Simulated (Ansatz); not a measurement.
The first iterations of a band of CH$_{4}$BClO (8 atoms, charge 0, multiplicity 1).

Level of theory: RKS r2SCAN/def2-mTZVP (Ansatz 0.2.0).

* movable images: 7
* climbing image: yes
* spring: 5.0 eV/Å²
* optimiser: fire
* start path: through a guess of the saddle point
* force threshold: 0.05 eV/Å
* iteration limit: 60
* end points: relaxed

Image 0:

```xyz
8
Properties=species:S:1:pos:R:3
B 0.123 -0.339 -0.375
Cl 1.527 -0.269 -1.503
O -0.736 -1.377 -0.489
H -0.497 -1.998 -1.192
C -0.077 0.775 0.690
H 0.794 0.849 1.348
H -0.171 1.757 0.215
H -0.963 0.602 1.305
```

Image 8:

```xyz
8
Properties=species:S:1:pos:R:3
B -0.369 -0.153 0.183
Cl 1.449 -2.078 -2.891
O -0.402 -1.110 -0.563
H 0.611 -1.765 -1.928
C -0.330 1.046 1.120
H 0.595 1.056 1.700
H -0.386 1.981 0.557
H -1.168 1.023 1.821
```

| iteration | highest image above the first end (eV) | largest band force component (eV/Å) |
| --- | --- | --- |
| 1 | 2.167 | 2.947 |
| 2 | 2.125 | 4.475 |
| 3 | 2.071 | 2.226 |
| 4 | 2.035 | 1.822 |
| 5 | 2.030 | 1.522 |
| 6 | 2.022 | 1.452 |
| 7 | 2.011 | 1.443 |
| 8 | 1.999 | 1.424 |
| 9 | 1.996 | 1.418 |
| 10 | 1.990 | 1.404 |
| 11 | 1.981 | 1.383 |
| 12 | 1.970 | 1.351 |
| 13 | 1.956 | 1.306 |
| 14 | 1.940 | 1.246 |
| 15 | 1.919 | 1.160 |
| 16 | 1.893 | 1.041 |
| 17 | 1.862 | 0.883 |
| 18 | 1.826 | 0.689 |
| 19 | 1.785 | 0.524 |
| 20 | 1.764 | 0.555 |

Q: Does the band converge within its limit, and where does its top end?

A: The run converged. It ended after 60 iterations with the highest image 1.931 eV above the first end. The order of the stationary point at the top wasn't checked. The orbitals stay closed-shell, which can raise the energy where a bond breaks towards radicals; this wasn't checked here.

Run time: 16 min on 2 threads of Arm Neoverse V1 (shared host), peak memory 0.18 GiB.
